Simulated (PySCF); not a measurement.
Simulated absorption spectrum

Species: C₅H₇NO₂S.
SMILES: `C[S@@](=O)c1cc(N)co1`

Level of theory: TDDFT B3LYP/def2-SVPD, vertical, gas phase, core orbitals frozen in the response (PySCF 2.14.0, density-fitted response routines). Isolated species at its GFN2-xTB geometry (one conformer only). Torsions of this conformer, `[CH3:1][S@@:2](=[O:3])[c:4]1[cH:5][c:6]([NH2:7])[cH:8][o:9]1`: C1–S2–C4–C5 -116°, H–N7–C6–C5 161°, H–N7–C6–C5 27°.

Broadening: Gaussians 0.5 eV wide at half height, area fixed by f = 4.319×10⁻⁹ ∫ε dν̃. The width is an assumption, not a result. The curve ends short of the highest state used, and states not computed would add to its high-energy end.

(E (eV), ε (L mol⁻¹ cm⁻¹)): (3.95, 12), (4.02, 38), (4.09, 104), (4.16, 255), (4.23, 561), (4.30, 1107), (4.37, 1960), (4.44, 3113), (4.51, 4437), (4.58, 5677), (4.65, 6529), (4.72, 6766), (4.79, 6358), (4.86, 5491), (4.93, 4490), (4.99, 3761), (5.06, 3220), (5.13, 3013), (5.20, 3007), (5.27, 3024), (5.34, 2939), (5.41, 2732), (5.48, 2474), (5.55, 2273)

Question: Locate the maxima and give the states behind the curve.

Answer: 263 nm (4.71 eV), ε about 6800, made up of S1 (99%); 236 nm (5.26 eV), ε about 3000, made up of S3 (80%) (hardly more than a shoulder) (ε in L mol⁻¹ cm⁻¹; maxima over ε = 5, shares over 10%). The states used: S1 4.70 eV (f 0.124); S2 5.08 eV (f 0.0015); S3 5.28 eV (f 0.046); S4 5.37 eV (f 0.0040); S5 5.64 eV (f 0.0090); S6 5.88 eV (f 0.023); S7 5.92 eV (f 0.017); S8 6.15 eV (f 0.0075).

Question: What would ε be at 4.71 eV, the highest of these maxima, with half the width (0.25 eV)?

Answer: About 13400 L mol⁻¹ cm⁻¹ against 6770, a factor of about 1.97; a lone state at its own centre would give exactly 2.

Question: On this curve, what absorbance would a 10⁻⁴ mol/L sample give at 248 nm over a 1 cm path?

Answer: 248 nm is 4.999 eV, where ε is about 3700 L mol⁻¹ cm⁻¹, so A = ε c l ≈ 0.37 (Beer–Lambert, with the gas-phase spectrum and the assumed width).

Question: Coming from long wavelengths, where does ε first pass 100 L mol⁻¹ cm⁻¹?

Answer: At about 303 nm (4.09 eV), 0.61 eV below S1.
